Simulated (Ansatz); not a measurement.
`[OH][GeH2][SiH2][SiH3]` + `OBF` → `FBO[SiH2][SiH3]` + `[OH][GeH3]`  (cleavage of the Si–Ge bond)

Isolated molecules relaxed with PBE0-D4/def2-TZVP in Ansatz; ΔE leaves out vibrations. CCSD(T)/CBS adds triple-zeta CCSD(T) − MP2 to the extrapolated MP2 energy (def2 sets, frozen cores). This one scheme is used for every species. For Ge outer-core shells are correlated without core-valence functions, which leaves a few kJ/mol of doubt a bond. Scalar relativity is left out up to krypton. One conformer a species, not always the lowest.

```csv
species,CCSD(T)/def2-TZVPP energy (Eh)
`[OH][GeH2][SiH2][SiH3]`,-2733.66697
`OBF`,-200.97503
`FBO[SiH2][SiH3]`,-781.51405
`[OH][GeH3]`,-2153.15031
```

(1) Work out ΔE.

Largest T1 diagnostic among the species: 0.013.

Answers

(1) ΔE = (-781.51405) + (-2153.15031) − (-2733.66697) − (-200.97503) = -0.02236 Eh = -58.7 kJ/mol. CCSD(T)/CBS gives -58.6 kJ/mol.

From PBE to PBE0 (25 % exact exchange), in def2-TZVPP and without D4, ΔE moves by −6.9 kJ/mol. In def2-TZVPP, CCSD(T) changes the Hartree–Fock value by +28.0 kJ/mol (the triples alone add +3.8 kJ/mol) and MP2 by +25.1 kJ/mol.
